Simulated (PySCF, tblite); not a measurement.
Isomers of C7H8ClP, one GFN2-xTB conformer each. Single-point energies are computed at PBE0/pcSseg-1 (PySCF, gas phase, no added dispersion term), electronic only.

```
          SMILES  GFN2-xTB relative energy (kcal/mol)
  CPc1ccc(Cl)cc1                                  0.1
Cc1ccc(Cl)c(C)p1                                  0.0
```

Conformers: `[CH3:1][PH:2][c:3]1[cH:4][cH:5][c:6]([Cl:7])[cH:8][cH:9]1` with C1–P2–C3–C4 -71°.

Task: What does PBE0/pcSseg-1 give for the same structures?

Result: 
| SMILES | PBE0/pcSseg-1 E (Eh) | PBE0/pcSseg-1 (kcal/mol) | GFN2-xTB (kcal/mol) | point group |
| --- | --- | --- | --- | --- |
| Cc1ccc(Cl)c(C)p1 | -1072.43454 | 0.0 | 0.0 | Cs |
| CPc1ccc(Cl)cc1 | -1072.43352 | 0.6 | 0.1 | C1 |

Both levels put the same isomer lowest. Neighbours under 2.5 kcal/mol apart (Cc1ccc(Cl)c(C)p1 and CPc1ccc(Cl)cc1) can change places with a better method, another conformer or zero-point energy.

Task: Which frontier levels, dipoles and rotational constants go with these structures?

Result: 
| SMILES | HOMO (eV, PBE0/pcSseg-1) | LUMO (eV) | dipole (D) | A, B, C (MHz) |
| --- | --- | --- | --- | --- |
| Cc1ccc(Cl)c(C)p1 | -7.01 | -1.59 | 1.46 | 2306, 837.4, 619.0 |
| CPc1ccc(Cl)cc1 | -6.67 | -0.76 | 1.71 | 3846, 525.8, 491.4 |

Task: What happens when harmonic zero-point energies from GFN2-xTB frequencies are added?

Result: 
| SMILES | ZPE (kcal/mol) | electronic (kcal/mol) | with ZPE (kcal/mol) |
| --- | --- | --- | --- |
| Cc1ccc(Cl)c(C)p1 | 79.7 | 0.0 | 1.1 |
| CPc1ccc(Cl)cc1 | 77.9 | 0.6 | 0.0 |

The zero-point energies span 1.8 kcal/mol. CPc1ccc(Cl)cc1 becomes the lowest.
